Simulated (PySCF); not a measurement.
Zn³⁺ (zinc, charge +3) across methods

[Ar] 3d9, 2D determinant. Calculation: PySCF 2.14, in aug-cc-pVQZ-PP with ECP10MDF (7s7p6d4f3g2h, 135 functions); a scalar-relativistic core potential.

```
   method  E (hartree)  mean ε 3p β (eV)  mean ε 3d α (eV)  mean ε 3d β (eV)  Σ⟨r²⟩ (bohr²)   ⟨S²⟩
     PBE0    -224.5964           -130.11           -54.910           -53.513          12.15  0.751
      UHF   -223.69958           -146.74           -63.763           -61.952          11.99  0.751
    TPSSh    -224.5690           -126.97           -52.849           -51.512          12.18  0.751
BHandHLYP    -224.5072           -136.06           -58.192           -56.736          12.12  0.751
      PBE    -224.6176           -124.19           -51.603           -50.328          12.24  0.750
     MN15    -225.0098           -124.68           -56.712           -55.239          12.13  0.751
   r2SCAN    -224.5260           -127.25           -51.874           -50.483          12.17  0.751
      LDA    -224.1793           -124.30           -51.868           -50.492          12.30  0.750
```

Energies and moments cover only the electrons outside the core potential.
